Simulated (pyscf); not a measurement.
Optimised with ωB97X-D3(BJ)/def2-SVP in PySCF.

What is the homolytic dissociation enthalpy (298 K, ωB97M-D3(BJ)/def2-TZVP) of the Br–Hf bond of HO–Hf(OH)(OH)–Br, to [HO–Hf(OH)–OH]• + Br•?

Br–Hf to [HO–Hf(OH)–OH]• + Br•: 4.65 eV. The 7 functionals that were run give +4.50 (M06-2X) to +5.12 eV (ωB97X-D3(BJ)). The radicals are drawn with the spin at the cut bond; how far it spreads was not checked. Other isomers of [HO–Hf(OH)–OH]• were not searched in full and may lie lower. Left out: the spin-orbit lowering of Br, which is large for Br, Se, Te and I. Open-shell species with a d-block atom are single-reference here; other states, and whether the spin sits on metal or ligand, were not checked. Elements up to Kr have no core potential and no relativistic terms here. Elements past Kr carry the def2 core potentials, without spin-orbit coupling.
